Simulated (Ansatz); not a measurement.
Ansatz (an electronic-structure program) input (B3LYP-D3(BJ)/def2-TZVP):

Ansatz 0.2 input:
```yaml
crystal:
  periodic: [false, false, false]
  atoms:
    - {symbol: Al, position_ang: [-0.01906638, -0.00080080, -0.01509040]}
    - {symbol: F, position_ang: [-0.17556543, 1.21022652, -1.06921701]}
    - {symbol: F, position_ang: [0.14186042, -1.21343663, 1.03618571]}
basis:
  gaussian:
    orbitals: def2-TZVP
hamiltonian:
  xc: b3lyp
  dispersion: d3bj
total_charge: 1
relax: {f_tol: 0.002, max_steps: 150}
```

End of the output:

```
reference -12028.04719458 eV, -442.0225814977 hartree; 15, 15 occupied and 84, 84 virtual orbitals, 571 factors
relax step   2: F+E_penalty+E_count = -12028.09319114 eV  Δ(F+E_penalty+E_count) = -1.205e-2 eV  max|allowed force component| = 3.365e-1 eV/Å  Δτ_max = 0.0097 Å  (27 SCF iters, accepted)
these checks for a lower state are left out or cut short: starts, cluster_reference, orbital_swaps, neighbouring_geometries, increment
integrals: 0.02 GiB planned
571 factors; their error is unknown
mean field: 0.23 GiB planned
mean field evaluation 32: about -12028.0521 eV, gradient 2.3e-5 eV
mean field -12028.05213640 eV, -442.0227631060 hartree, gradient 2.3e-5 eV, S^2 0.000000; 0 other end points of the search recorded, 0 dependent functions left out
the calculation of the forces begins
reference -12028.05231813 eV, -442.0227697847 hartree; 15, 15 occupied and 84, 84 virtual orbitals, 571 factors
relax step   3: F+E_penalty+E_count = -12028.09842022 eV  Δ(F+E_penalty+E_count) = -5.229e-3 eV  max|allowed force component| = 1.644e-2 eV/Å  Δτ_max = 0.0121 Å  (26 SCF iters, accepted)
these checks for a lower state are left out or cut short: starts, cluster_reference, orbital_swaps, neighbouring_geometries, increment
integrals: 0.02 GiB planned
571 factors; their error is unknown
mean field: 0.23 GiB planned
mean field -12028.05215600 eV, -442.0227638265 hartree, gradient 7.4e-6 eV, S^2 0.000000; 0 other end points of the search recorded, 0 dependent functions left out
the calculation of the forces begins
reference -12028.05233775 eV, -442.0227705054 hartree; 15, 15 occupied and 84, 84 virtual orbitals, 571 factors
relax step   4: F+E_penalty+E_count = -12028.09843510 eV  Δ(F+E_penalty+E_count) = -1.488e-5 eV  max|allowed force component| = 5.763e-4 eV/Å  Δτ_max = 0.0013 Å  (23 SCF iters, accepted)
integrals: 0.02 GiB planned
571 factors; their error is unknown
mean field: 0.23 GiB planned
mean field -12028.05215600 eV, -442.0227638265 hartree, gradient 7.4e-6 eV, S^2 0.000000; 1 other end points of the search recorded, 0 dependent functions left out
the calculation of the forces begins
reference -12028.05233775 eV, -442.0227705054 hartree; 15, 15 occupied and 84, 84 virtual orbitals, 571 factors
Total energy: -12028.09861684 eV, -442.0244712309 hartree
Atom 0 at    -0.017629    -0.001322    -0.016017 Å, force     0.000110     0.000006    -0.000117 eV/Å
Atom 1 at    -0.174196     1.194543    -1.054904 Å, force     0.000020    -0.000576     0.000556 eV/Å
Atom 2 at     0.139054    -1.197232     1.022799 Å, force    -0.000130     0.000571    -0.000440 eV/Å
Dipole moment:    -0.000089     0.000035     0.000055 e Å
```

It need not be the lowest isomer of its formula.
